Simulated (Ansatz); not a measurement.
ZrOCl₂, SMILES [O]=[Zr]([Cl])[Cl], multiplicity 1.

The structure is a stationary point at B3LYP-D3(BJ)/def2-SVP. The spin state was assumed, not searched. The def2 effective core potentials stand for the cores of Zr; spin–orbit coupling is left out.

Two levels are set side by side: PBE/def2-SVPD (Ansatz, a first-principles code) and PBE0/def2-SVPD (Ansatz). Energy differences of separate SCF runs at the same geometry; the states with an electron removed or added have multiplicity 2 and 2. Differences are taken from unrounded values.

| quantity | PBE0 |
|---|---|
| vertical ionisation energy (eV) | 11.10 |
| vertical electron affinity (eV) | 2.03 |
| vertical singlet–triplet gap (eV) | 3.59 |

Q: What does PBE give, and how far is it from PBE0? (An estimate is asked for; the answer gives what the named calculation found.)

A: 
| quantity | PBE | PBE minus PBE0 |
|---|---|---|
| vertical ionisation energy (eV) | 10.63 | -0.47 |
| vertical electron affinity (eV) | 1.93 | -0.09 |
| vertical singlet–triplet gap (eV) | 3.47 | -0.12 |
